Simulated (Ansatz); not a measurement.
Species: sum formula BClF2, net charge 0, singlet state. SMILES: FB(Cl)F
Geometry: optimised at B3LYP-D3(BJ)/def2-TZVP (Ansatz, a quantum-chemistry and plane-wave program).

Quantity: vertical triplet-singlet gap (E(triplet) - E(singlet); each state is the SCF solution reached for its spin; for the triplet the Hartree-Fock reference is unstable and T1 is 0.018), in kcal/mol. Cores are frozen in the correlated levels unless marked. UHF or UKS for open shells. No spin-orbit coupling. Non-relativistic. Basis-set limits of correlation are two-point, X^-3; Hartree-Fock from the larger set. The bracket is a focal-point correction in the basis named.

RI-MP2/CBS(aug-cc-pV(T+d)Z,aug-cc-pV(Q+d)Z)+[CCSD(T)-MP2]/aug-cc-pV(T+d)Z (Ansatz) gives 190.9 kcal/mol.

**Question.** Another calculation gave 186.7 kcal/mol. Which level was it?
A. r2SCAN/def2-TZVPD (Ansatz)
B. SVWN5/def2-TZVPD (Ansatz)
C. B2PLYP/def2-TZVPD (Ansatz)
D. PBE0/def2-TZVPD (Ansatz)

**Answer.** C, B2PLYP/def2-TZVPD (Ansatz). The others give 179.1 (PBE0), 172.8 (SVWN5), 175.9 (r2SCAN) kcal/mol.
